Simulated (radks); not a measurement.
Question: The table gives one normalised radial function P(r) = r R(r) of Sb+ in [Kr] 4d10 5s1.5 5p2 5d0.5 (r in bohr). All-electron calculation, scalar-relativistic Kohn-Sham, PBE, spin-polarised, spherical densities, point nucleus; open shells are filled with parallel spins first (spin-orbit coupling, left out, can overturn this in heavy ions). Program: a radial shooting solver on a logarithmic mesh with Libxc functionals.

r	P
0.0009833	0.0000
0.001343	0.0000
0.001835	0.0000
0.002487	0.0000
0.003398	0.0000
0.004642	0.0000
0.006342	0.0001
0.008664	0.0002
0.01174	0.0005
0.01604	0.0011
0.02192	0.0025
0.02994	0.0055
0.0409	0.0117
0.05543	0.0229
0.07573	0.0423
0.1035	0.0701
0.1413	0.1003
0.1916	0.1155
0.2617	0.0912
0.3575	0.0105
0.4884	-0.1048
0.6673	-0.1888
0.9043	-0.1730
1.235	-0.0423
1.688	0.1614
2.306	0.3702
3.15	0.4962
4.269	0.4832
5.832	0.3534
7.968	0.1828
10.89	0.0581
14.87	0.0093

Which n and l does it have? It may be an empty orbital.

Answer: n = 5, l = 2: the number of nodes gives n - l - 1 = 2, the rise at small r (about r^(l+1), flatter next to the nucleus through relativity) gives l, and the extent must fit the shell. The curve is that of 5d up; the table hardly tells the two spins apart. 5d up: eigenvalue -4.651 eV, 2 radial nodes at r = 0.369, 1.33 bohr, <r> = 4.45 bohr, 90 % of the charge inside 6.84 bohr.
